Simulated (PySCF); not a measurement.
## [La(PH3)2]3+ at several levels of theory

Computed with PySCF 2.14.0 (density fitting, no spin-orbit coupling) at the geometry relaxed with B3LYP:

```xyz
9
[La(PH3)2]3+ (singlet)
La   -1.4354    0.2828    0.0000
P     0.1897   -0.0314    2.6346
H     1.6014   -0.0353    2.4741
H    -0.0651    1.0050    3.5741
H    -0.0983   -1.2337    3.3367
P     0.1897   -0.0314   -2.6346
H     1.6014   -0.0353   -2.4741
H    -0.0983   -1.2337   -3.3367
H    -0.0651    1.0050   -3.5741
```

```json
{"level": "B3LYP", "basis": "La lcecp-1-SVP with ECP46, P def2-SVP, H def2-SVP", "state": "singlet", "HOMO (eV)": "-21.57", "gap (eV)": "4.25", "charge on La1 (e)": "1.95", "population of f-type functions on La1 (polarisation alone where 4f lies in the core)": "0.01", "dipole about the centre of mass (D)": "0.97", "largest force component (eV/Å)": "0.01"}
{"level": "TPSS", "basis": "the same", "state": "singlet", "HOMO (eV)": "-20.87", "gap (eV)": "3.16", "charge on La1 (e)": "1.98", "population of f-type functions on La1 (polarisation alone where 4f lies in the core)": "0.01", "dipole about the centre of mass (D)": "1.09", "largest force component (eV/Å)": "0.01"}
{"level": "TPSSh", "basis": "the same", "state": "singlet", "HOMO (eV)": "-21.29", "gap (eV)": "3.90", "charge on La1 (e)": "2.00", "population of f-type functions on La1 (polarisation alone where 4f lies in the core)": "0.01", "dipole about the centre of mass (D)": "0.94", "largest force component (eV/Å)": "0.07"}
{"level": "revPBE", "basis": "the same", "state": "singlet", "HOMO (eV)": "-20.73", "gap (eV)": "2.92", "charge on La1 (e)": "1.92", "population of f-type functions on La1 (polarisation alone where 4f lies in the core)": "0.01", "dipole about the centre of mass (D)": "1.35", "largest force component (eV/Å)": "0.26"}
{"level": "B3LYP", "basis": "La lcecp-1-TZVP with ECP46, P def2-TZVP, H def2-TZVP", "state": "singlet", "HOMO (eV)": "-21.44", "gap (eV)": "4.23", "charge on La1 (e)": "2.03", "population of f-type functions on La1 (polarisation alone where 4f lies in the core)": "0.02", "dipole about the centre of mass (D)": "1.04", "largest force component (eV/Å)": "0.24"}
{"level": "B3LYP", "basis": "La x2c-SVPall, P x2c-SVPall, H x2c-SVPall", "state": "singlet", "HOMO (eV)": "-21.63", "gap (eV)": "4.14", "charge on La1 (e)": "1.83", "population of f-type functions on La1 (polarisation alone where 4f lies in the core)": "0.04", "dipole about the centre of mass (D)": "1.10", "largest force component (eV/Å)": "0.08"}
```

In the lcecp rows the 4f levels are missing from HOMO and gap, and the state counts the valence alone.

Charges are Mulliken's, which hang on the basis. The relaxation used the grid (50, 194), these runs (75, 302) or, all-electron (x2c bases, spin-free X2C Hamiltonian), (99, 590).

**Question.** What does BP86 with La lcecp-1-SVP with ECP46, P def2-SVP, H def2-SVP give here?

**Answer.** state singlet, HOMO (eV) -20.84, gap (eV) 2.97, charge on La1 (e) 1.91, population of f-type functions on La1 (polarisation alone where 4f lies in the core) 0.01, dipole about the centre of mass (D) 1.38, largest force component (eV/Å) 0.31. Time: 9.4 s on 2 threads of AMD EPYC 7R43 64-Core Processor (Zen 3), with other jobs on the host, from an already converged density.

In the first row's basis the gap widens with exact exchange: 2.9 to 3.2 eV for revPBE, BP86, TPSS (none); 3.9 to 4.2 eV for TPSSh, B3LYP (a fixed share).
